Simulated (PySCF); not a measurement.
C4H8Si, SMILES C=C=C(C)[SiH3]. Coordinates come from a PBE-D3(BJ)/def2-SVP optimisation. The structure was generated by enumeration, and PubChem lists no compound with its InChIKey, so it may never have been made.

All values below come from PBE-D3(BJ)/def2-SVP (PySCF).

Harmonic wavenumbers (cm⁻¹): 99, 139, 139, 213, 229, 393, 484, 560, 595, 648, 662, 793, 884, 899, 916, 919, 948, 998, 1098, 1224, 1330, 1387, 1403, 1419, 2003, 2146, 2147, 2189, 2959, 3034, 3055, 3072, 3140. Rotational constants (GHz): 5.178, 2.712, 1.863; symmetry number 1.

Task: Work out the zero-point energy and the ideal-gas rigid-rotor harmonic-oscillator thermochemistry at 298.15 K and 1 atm.

Result: ZPE = ½ Σ hcν = ½ × 42122 cm⁻¹ = 60.22 kcal/mol. H − E(el) = 65.56 kcal/mol. Entropy in cal/(mol K): translation 39.21, rotation 26.91, vibration 17.58, total 83.70. G − E(el) = 40.60 kcal/mol. Cp = 28.52 cal/(mol K). Modes under 150 cm⁻¹ make the vibrational entropy uncertain.
